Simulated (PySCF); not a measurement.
C4H7FSi, SMILES C=C=C(F)[SiH2]C.

Coordinates come from a r2SCAN-D4/def2-SVP optimisation. The structure was generated by enumeration, and PubChem lists no compound with its InChIKey, so it may never have been made. One conformer was computed; it need not be the lowest.

The numbers are results of CAM-B3LYP/def2-TZVP (PySCF), not measurements.

The molecule is in vacuum.

Computed frontier levels, gap, dipole moment and polarisability:
| Item | Result |
|---|---|
| highest occupied level | -8.74 eV |
| lowest empty level | 0.38 eV |
| orbital gap | 9.13 eV |
| dipole moment | 1.63 D |
| quadrupole, principal values (traceless, Buckingham form, about the centre of nuclear charge) | -7.48, -1.36, 8.84 D·Å |
| mean static polarisability | 78.3 bohr³ (11.60 Å³) |
| polarisability, principal values | 60.2, 61.2, 113.4 bohr³ |
